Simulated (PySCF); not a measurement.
C₄H₄BFO, SMILES C(#C)B(C(C)=O)F.

Geometry: B3LYP-D3(BJ)/def2-SVP. This is a generated structure with no PubChem entry under its InChIKey; it may be hypothetical. Other conformers were not sampled.

These are TDA-B3LYP/def2-SVPD (PySCF) values and carry that method's errors.

Vertical excitations. Gas-phase values at a fixed geometry.

Computed excitation energies, oscillator strengths and character:
```csv
state,energy (eV),λ (nm),f,main pairs
S1,3.78,328,0.002,HOMO→LUMO+1 93 %
S2,3.91,317,0.024,HOMO→LUMO 92 %
S3,4.92,252,0.003,HOMO−1→LUMO 94 %
S4,5.64,220,0.012,"HOMO−2→LUMO 53 %, HOMO−1→LUMO+1 32 %"
S5,6.11,203,0.003,"HOMO−2→LUMO+1 57 %, HOMO→LUMO+2 22 %, HOMO−1→LUMO+1 13 %"
S6,6.25,198,0.020,"HOMO→LUMO+2 64 %, HOMO−2→LUMO+1 30 %"
S7,6.45,192,0.019,HOMO→LUMO+3 76 %
S8,6.80,182,0.216,"HOMO−1→LUMO+1 35 %, HOMO→LUMO+3 17 %, HOMO−2→LUMO 17 %, HOMO−1→LUMO+2 15 %"
S9,7.08,175,0.001,HOMO−3→LUMO 99 %
S10,7.29,170,0.002,HOMO−4→LUMO 83 %
T1,3.14,395,0,HOMO→LUMO+1 95 %
T2,3.39,366,0,HOMO→LUMO 97 %
T3,4.31,288,0,"HOMO−2→LUMO 76 %, HOMO−1→LUMO 16 %"
T4,4.57,272,0,"HOMO−1→LUMO 78 %, HOMO−2→LUMO 16 %"
```
Triplets are in the Tamm–Dancoff approximation.
